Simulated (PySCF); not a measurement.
B(Cl)(Me)(SiH3) (CH₆BClSi), SMILES [SiH3]B(Cl)C. Coordinates come from a B3LYP-D3(BJ)/def2-SVP optimisation. This is a generated structure with no PubChem entry under its InChIKey; it may be hypothetical.

Computed equilibrium geometry at B3LYP-D3(BJ)/def2-SVP (PySCF confirms it by a frequency run) as bond lengths and angles:
Atoms: B1 Cl2 C3 H4 H5 H6 Si7 H8 H9 H10. Bond lengths (Å): B1–Cl2 1.772, B1–C3 1.560, B1–Si7 2.033, C3–H4 1.107, C3–H5 1.105, C3–H6 1.100, Si7–H8 1.496, Si7–H9 1.495, Si7–H10 1.496. Bond angles (°): Cl2–B1–C3 119.8, Cl2–B1–Si7 116.0, C3–B1–Si7 124.2, B1–C3–H4 108.2, B1–C3–H5 110.3, B1–C3–H6 114.9, H4–C3–H5 104.7, H4–C3–H6 108.7, H5–C3–H6 109.5, B1–Si7–H8 112.6, B1–Si7–H9 110.3, B1–Si7–H10 109.7, H8–Si7–H9 108.2, H8–Si7–H10 108.1, H9–Si7–H10 107.8.
Charge 0, spin multiplicity 1.
